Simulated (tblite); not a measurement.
Compound: C5HClF (charge +1).
SMILES: `C#C[c+]1c(F)c1Cl`

The geometry is computed with GFN2-xTB (gas phase).

Take the most abundant isotopes and a rigid rotor. 

Question: What are A, B and C (cm⁻¹)?

Answer: Ia = 182.86, Ib = 330.51, Ic = 513.37 u·Å²; 505379 MHz·u·Å²/I gives 2764, 1529 and 984.4 MHz, that is A = 0.09219, B = 0.05100, C = 0.03284 cm⁻¹.

Question: What kind of rotor is it?

Answer: An asymmetric top; Ray's κ = -0.388.

Question: Is it planar, by Δ = Ic − Ia − Ib?

Answer: Planar: Δ = Ic − Ia − Ib = 0.00 u·Å². For a rigid frame Δ = −2 Σ m c², so it vanishes when all atoms lie in the ab plane; here none is more than 0.01 Å from it.

Question: Where do the levels up to J = 3 lie, in cm⁻¹?

Answer: Above 0(0,0):
J = 1: 1(0,1) 0.0838, 1(1,1) 0.1250, 1(1,0) 0.1432
J = 2: 2(0,2) 0.2467, 2(1,2) 0.2745, 2(1,1) 0.3290, 2(2,1) 0.4526, 2(2,0) 0.4574
J = 3: 3(0,3) 0.4809, 3(1,3) 0.4961, 3(1,2) 0.6043, 3(2,2) 0.7041, 3(2,1) 0.7263, 3(3,1) 0.9582, 3(3,0) 0.9590
The levels of one J sum to (2J + 1)J(J + 1)(A + B + C)/3.

Question: Estimate the classical rotational partition function at 25 K, 100 K and 500 K.

Answer: Point group Cs, symmetry number σ = 1; q = (√π/σ)·√((kT/h)³/(ABC)), k/h = 20836.6 MHz/K: 10300 at 25 K, 82700 at 100 K, 924000 at 500 K.

Its GFN2-xTB frequencies are all real (lowest 108 cm⁻¹). These are rigid-rotor constants of the computed structure; measured ground-state constants (B0) also hold zero-point vibration.

Run on one thread of an x86-64 server, shared host. These figures are those of the optimisation.
